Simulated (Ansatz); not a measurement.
InOH₅⁺, that is In(H2O)H3 with one electron fewer, relaxed as a doublet with UKS PBE-D4/def2-TZVP in Ansatz, starting from the PBE-D4/def2-TZVP geometry of the neutral singlet. Force threshold 0.02 eV/Å.

In the def2 sets In takes a core potential; there is no spin–orbit coupling.

Start:

```xyz
7

In   -0.030   -0.989    0.487
O    -0.237    1.113   -0.810
H     0.638    1.281   -1.204
H    -0.370    1.825   -0.160
H    -1.305   -1.908   -0.248
H    -0.317   -0.130    1.981
H     1.621   -1.192   -0.047
```

(1) Estimate the energy that the relaxation releases and the steps that it takes.

(2) Does the start keep its bonding and symmetry?

(3) Predict the relaxed structure.

Answers

(1) 0.93 eV, in 12 steps; 11 s on 4 threads of Arm Neoverse V1 on a shared host. The force fell under the threshold at step 9, but the optimiser went on. No frequencies were taken in this run, so the end may be a saddle point.

(2) Bonds lost: In1–H5 (atoms count from 1). Point group Cs at the start, Cs at the end, both within 0.05 Å.

(3) 
Cartesian coordinates in Å:
```
In 0.363 -0.745 0.736
O 0.042 1.139 -0.556
H 0.509 1.353 -1.385
H -0.509 1.909 -0.320
H -1.314 -1.920 -0.253
H -0.626 -0.277 2.019
H 1.535 -1.459 -0.242
```
Bond lengths: 1 × In–O 2.31 Å; 2 × H–O 0.98 Å; 2 × H–In 1.69 Å.
